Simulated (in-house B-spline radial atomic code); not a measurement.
Results of a calculation; reference values are marked as such.
Building a PAW p channel for K, r_c = 1.28 bohr

K, [Ar] 4s1, non-relativistic LDA (VWN5), spherical and spin-unpolarised, from a B-spline radial code for spherical atoms (atomic units; all potentials screened as in the neutral atom).

Two all-electron partial waves φ1, φ2 are integrated outwards at E1 = ε(3p) = -0.693777 and E2 = E1 + 0.5 hartree; φ1 is the bound orbital and φ2 has unit norm inside r_c = 1.2827 bohr. Smooth partners are polynomials, r^2(a0 + a1 r² + a2 r⁴ + a3 r⁶), matched to φ and three derivatives at r_c, with no condition on the norm. The local potential is -12.7409 + (16.7204) r² + (-9.7235) r⁴ + (2.14431) r⁶ inside 1.0502 bohr and the all-electron one outside.

```tsv
wave	φ(r_c)	φ'(r_c)	a0	a1	a2	a3
1	0.8709284	-0.2258152	1.862252	-1.397969	0.4502369	-0.05649505
2	1.132571	-1.064178	3.094906	-2.538154	0.8258924	-0.104669
```

Inside r_c the overlaps are <φi φj> = [[0.45207, 0.67107], [0.67107, 1.00000]] and, for the smooth waves, [[0.46266, 0.68857], [0.68857, 1.02883]]. With χj = (Ej − T − V_local) applied to smooth wave j, the program's quadrature gives the matrix B_ij = <smooth i, χj> as [[0.50278, 0.80887], [0.80012, 1.28920]].

Q: Check the match of the first wave, and find the augmentation charges q_ij.

A: At r_c the four terms are 3.06400, -3.78441, 2.00536, -0.41401, which sum to 0.8709, φ1(r_c) to rounding. q_ij is the all-electron overlap less the smooth one: [[-0.01059, -0.01750], [-0.01750, -0.02883]]. The smooth first wave has a norm of 0.4627 inside r_c against 0.4521, so q11 is negative and must stay small enough for the overlap operator to be positive.

Q: B isn't symmetric. Show that D_ij = B_ij + Ej q_ij is.

A: Integrating by parts gives B12 − B21 = (E1 − E2) q12: 0.80887 − (0.80012) = 0.00875, and −0.5 × (-0.01750) = 0.00875. So D12 = 0.80887 + (-0.193777)(-0.01750) = 0.81226 and D21 = 0.80012 + (-0.693777)(-0.01750) = 0.81226; D11 = 0.51012, D22 = 1.29479. The projectors, p = (B⁻¹)ᵀ χ, are dual to the smooth waves; det B = 0.00099, small beside B11 B22, as the two smooth waves look alike inside r_c.

Solving (T + V_local + Σ p D p) ψ = E (1 + Σ p q p) ψ in a sphere of 9 bohr gives these levels:

```json
{"all-electron": "-0.693777", "one projector": "-0.693777", "two projectors": "-0.693777"}
{"all-electron": "-0.000510", "one projector": "-0.000674", "two projectors": "-0.000510"}
{"all-electron": "0.261378", "one projector": "0.260733", "two projectors": "0.261377"}
{"all-electron": "0.679250", "one projector": "0.677217", "two projectors": "0.679243"}
{"all-electron": "1.244010", "one projector": "1.238640", "two projectors": "1.243960"}
```

Q: What does the second projector gain?

A: With one projector the errors are 0.00, -0.16, -0.65, -2.03, -5.37 millihartree. With two the errors are 0.00, 0.00, 0.00, -0.01, -0.05 millihartree. The scattering is exact at E1 and at E2 = -0.194, and over all levels compared the largest error is 0.05 millihartree. The lowest eigenvalue of the overlap operator is 0.9345 with one and 0.8937 with two projectors. The smooth orbital alone needs a cutoff of 12.1 hartree for 1 millihartree of kinetic energy, against 22 for a norm-conserving Troullier-Martins orbital of the same radius; part of the gain comes from giving up the norm, part from the simpler form.
